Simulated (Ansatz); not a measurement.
Mulliken charges of `C[S][GeH]([F])[F]` from r2SCAN/def2-TZVPP in Ansatz (PBE0-D4/def2-TZVP geometry).

| atom | x (Å) | y (Å) | z (Å) | charge (e) |
| --- | --- | --- | --- | --- |
| C1 | -1.464 | -0.340 | -0.415 | -0.163 |
| S2 | 0.098 | -1.268 | -0.530 | -0.238 |
| Ge3 | 1.386 | 0.204 | 0.430 | 0.836 |
| F4 | 1.314 | 1.691 | -0.449 | -0.365 |
| F5 | 3.004 | -0.358 | 0.269 | -0.356 |
| H6 | -1.744 | -0.149 | 0.621 | 0.094 |
| H7 | -2.222 | -0.979 | -0.867 | 0.090 |
| H8 | -1.407 | 0.593 | -0.973 | 0.112 |
| H9 | 1.122 | 0.561 | 1.895 | -0.009 |

**Question.** By hand: the dipole of these point charges (1 e Å = 4.8032 D).

**Answer.** Σ q r = (-0.707, -0.003, 0.476) e Å, of length 0.852 e Å = 4.09 D.

**Question.** How does the dipole of the full density compare? (Best estimate.)

**Answer.** The calculation gave: (-0.660, -0.041, 0.263) e Å, 3.42 D; the point charges give 1.20 times that, at 13° from its direction.

Point charges leave out the atoms' own dipoles, such as those of lone pairs, and Mulliken's split depends on the basis, so the two needn't agree.
